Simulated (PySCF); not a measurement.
A species of formula C3H6BrF has this rotational fingerprint, computed with PBE0-D3(BJ)/def2-SVP geometry optimisation, gas phase (PySCF 2.14.0):

- Rotational constants: A = 8509, B = 1410, C = 1265 MHz
- Dipole components: |μa| = 1.79 D, |μb| = 2.23 D, |μc| = 0.19 D
- Inertial defect: -18.16 u·Å²
- κ: -0.96

Question: Which candidate fits, each taken in the one conformer that was computed?
A. `[F:1][CH2:2][CH2:3][CH2:4][Br:5]` with F1–C2–C3–C4 -60°, C2–C3–C4–Br5 178° (BrCH2CH2CH2F)
B. `[CH3:1][C@H:2]([F:3])[CH2:4][Br:5]` with C1–C2–C4–Br5 -177°

Answer: B. It is C[C@H](F)CBr, a near-prolate asymmetric top, point group C1. The candidates at the same level (rigid rotor, commonest isotopes):

```
      SMILES  A (MHz)  B (MHz)  C (MHz)  μa (D)  μb (D)  μc (D)  Δ (u·Å²)  point group                        rotor
C[C@H](F)CBr     8509     1410     1265    1.79    2.23    0.19    -18.16           C1  near-prolate asymmetric top
      FCCCBr    13013     1004    969.1    1.27    1.40    0.80    -20.92           C1  near-prolate asymmetric top
```

`FCCCBr` has A 53 % too high. No structure here is proved a minimum.
